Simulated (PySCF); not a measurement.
Isomers of C11H12O2, from PySCF 2.14.0, PBE0-D3(BJ)/def2-SVP geometry optimisation, gas phase. One conformer each, no zero-point energy, no frequencies.

Task: Which is lower in electronic energy at this level?
A. `[CH3:1][CH2:2][O:3][C:4](=[O:5])/[CH:6]=[CH:7]/[c:8]1[cH:9][cH:10][cH:11][cH:12][cH:13]1` with C1–C2–O3–C4 -179°, C2–O3–C4–O5 0°, O3–C4–C6–C7 180°, C6–C7–C8–C9 179°: A = 2846, B = 273.8, C = 250.6 MHz, dipole 1.93 D
B. `[O:1]=[C:2]1[CH2:3][CH2:4][CH2:5][c:6]2[cH:7][cH:8][cH:9][c:10]([CH2:11][OH:12])[c:13]21` with C9–C10–C11–O12 -110°, C10–C11–O12–H -73°, O1–C2–C3–C4 166°, C2–C3–C4–C5 50°, C3–C4–C5–C6 -58°, C4–C5–C6–C7 -146°: A = 1076, B = 854.0, C = 498.7 MHz, dipole 4.66 D

Result: B. That is `O=C1CCCc2cccc(CO)c21`, 11.9 kcal/mol below the other.

| SMILES | mapped SMILES | E (Eh) | relative (kcal/mol) | relative (kJ/mol) | dipole (D) |
| --- | --- | --- | --- | --- | --- |
| O=C1CCCc2cccc(CO)c21 | [O:1]=[C:2]1[CH2:3][CH2:4][CH2:5][c:6]2[cH:7][cH:8][cH:9][c:10]([CH2:11][OH:12])[c:13]21 | -575.80590 | 0.0 | 0.0 | 4.66 |
| CCOC(=O)/C=C/c1ccccc1 | [CH3:1][CH2:2][O:3][C:4](=[O:5])/[CH:6]=[CH:7]/[c:8]1[cH:9][cH:10][cH:11][cH:12][cH:13]1 | -575.78697 | 11.9 | 49.7 | 1.93 |

As drawn, the lower has an O–H bond, which the higher lacks; the higher has a C(=O)–O unit and a C=C bond outside aromatic rings, which the lower lacks.
